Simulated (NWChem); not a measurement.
All runs are NWChem calculations. System: HO₂, charge 0, spin multiplicity 2, at a geometry optimised with UB3LYP/def2-SVP. The structure started from a generated list of species. Its SCF solution wasn't tested for a lower state. Level: G0W0@UPBE0/def2-TZVP, RI basis def2-tzvp-rifit.

Part of the output:

```
             Northwest Computational Chemistry Package (NWChem) 7.3.0
             --------------------------------------------------------

                                NWChem Input Module
                                -------------------

 Scaling coordinates for geometry "geometry" by  1.889725989
 (inverse scale =  0.529177249)

 Turning off AUTOSYM since
 SYMMETRY directive was detected!

                             Geometry "geometry" -> ""
                             -------------------------

 Output coordinates in angstroms (scale by  1.889725989 to convert to a.u.)

  No.       Tag          Charge          X              Y              Z
 ---- ---------------- ---------- -------------- -------------- --------------
    1 O                    8.0000     0.50325900    -0.33822800     0.00000000
    2 O                    8.0000    -0.65227900     0.29318900     0.00000000
    3 H                    1.0000     1.19216200     0.36031500     0.00000000

 Effective nuclear repulsion energy (a.u.)      32.3281791277

            Nuclear Dipole moment (a.u.)
            ----------------------------
        X                 Y               Z
 ---------------- ---------------- ----------------
     0.0000037795     0.0000056692     0.0000000000

      Symmetry information
      --------------------

 Group name             Cs
 Group number              2
 Group order               2
 No. of unique centers     3

      Symmetry unique atoms

     1    2    3


 Summary of "ao basis" -> "" (spherical)
 ------------------------------------------------------------------------------
       Tag                 Description            Shells   Functions and Types
 ---------------- ------------------------------  ------  ---------------------
 *                         def2-tzvp                  on all atoms

 new library libraries.bse/

 Summary of "ri basis" -> "" (spherical)
 ------------------------------------------------------------------------------
       Tag                 Description            Shells   Functions and Types
 ---------------- ------------------------------  ------  ---------------------
 *                      def2-tzvp-rifit               on all atoms

                                 NWChem DFT Module
                                 -----------------

 Summary of "ao basis" -> "ao basis" (spherical)
 ------------------------------------------------------------------------------
       Tag                 Description            Shells   Functions and Types
[...]
          11.897652428932          19.145761969339           0.000000000000
          19.145761969339          43.732581270540           0.000000000000
           0.000000000000           0.000000000000          55.630233699472

     Multipole analysis of the density
     ---------------------------------

     L   x y z        total         alpha         beta         nuclear
     -   - - -        -----         -----         ----         -------
     0   0 0 0     -0.000000     -9.000000     -8.000000     17.000000

     1   1 0 0      0.832865      0.739889      0.092972      0.000004
     1   0 1 0      0.337652      0.050657      0.286989      0.000006
     1   0 0 1      0.000000      0.000000     -0.000000      0.000000

     2   2 0 0     -6.858838    -16.567219    -14.757517     24.465899
     2   1 1 0      1.001723      5.300490      4.493567     -8.792334
     2   1 0 1      0.000000      0.000000     -0.000000      0.000000
     2   0 2 0     -8.565886     -7.685832     -7.067604      6.187550
     2   0 1 1     -0.000000     -0.000000      0.000000      0.000000
     2   0 0 2     -8.128217     -4.542207     -3.586010      0.000000

 Task  times  cpu:        2.5s     wall:        2.5s

                                NWChem Input Module
                                -------------------

                                 NWChem GW Module
                                 ----------------

                             ***********************
                             ***        GW       ***
                             ***********************

 Summary of "ri basis" -> "ri basis" (spherical)
 ------------------------------------------------------------------------------
       Tag                 Description            Shells   Functions and Types
 ---------------- ------------------------------  ------  ---------------------
 O                      def2-tzvp-rifit             22       76   8s6p4d3f1g
 H                      def2-tzvp-rifit              7       15   4s2p1d

                 Memory Information
                 ------------------
          Available GA per process is          1699.9 MBs
          Available stack per process is        700.0 MBs
          Available heap per process is           0.0 MBs

          Peak memory in Initialization
              Peak GA per process is                  2.1 MBs
              Peak stack per process is               0.1 MBs
              Peak heap per process is                2.2 MBs
              Memory not in MA per process            0.0 MBs

          Peak memory in AFF Calculation
              Peak GA per process is                 10.9 MBs
              Peak stack per process is               7.8 MBs
              Peak heap per process is                0.0 MBs
              Memory not in MA per process            7.8 MBs

          Computing 2-center integrals
          Computing Inverse Cholesky factor
          Computing 3-center integrals
          Computing V_xc ...

          Computing Sigma_x
          Computing RPA polarizability
          Solving quasiparticle equations

                  Alpha Orbitals
          State     Energy (eV)     Error (eV)
          -----------------------------------
@GW         6        -16.180           0.003
@GW         7        -16.626           0.002
@GW         8        -11.568           0.002
@GW         9        -11.664           0.002
@GW        10          2.756           0.004
@GW        11          6.283           0.002

                   Beta Orbitals
          State     Energy (eV)     Error (eV)
          -----------------------------------
@GW         5        -18.106           0.002
@GW         6        -16.197           0.002
@GW         7        -14.893           0.002
@GW         8        -11.123           0.002
@GW         9          0.124           0.002
@GW        10          2.813           0.004

   Applying  -3.0618 eV scissor-shift to rest of particle states

   Applying   2.2262 eV scissor-shift to rest of hole states

   Applying  -3.0390 eV scissor-shift to rest of particle states

   Applying   3.0802 eV scissor-shift to rest of hole states

     GW Timing Statistics
   ------------------------
   Init.   :          0.0s
     ERIs  :          0.1s
     Distr.:          0.0s
     Vxc   :          0.2s
   Sigma_x :          0.0s
   RPA     :          0.2s
   Wmn     :          0.0s
   Sigma_c :          0.0s
   GW total:          0.6s

 Task  times  cpu:        0.6s     wall:        0.6s

 Total times  cpu:        3.1s     wall:        3.1s
```

Task: Write an NWChem input that would produce this output.

Result: This is not unique; one that fits is 
```
start mol
memory heap 200 mb stack 700 mb global 1700 mb
geometry units angstroms nocenter noautoz
  O      0.503259    -0.338228     0.000000
  O     -0.652279     0.293189     0.000000
  H      1.192162     0.360315     0.000000
  symmetry group Cs
end
basis spherical
  * library def2-tzvp
end
basis "ri basis" bse spherical
  * library def2-tzvp-rifit
end
dft
  xc pbe0
  odft
  mult 2
  iterations 100
  direct
  tolerances tight
end
task dft energy
gw
  states alpha occ 4 vir 2
  states beta occ 4 vir 2
end
task dft gw
```
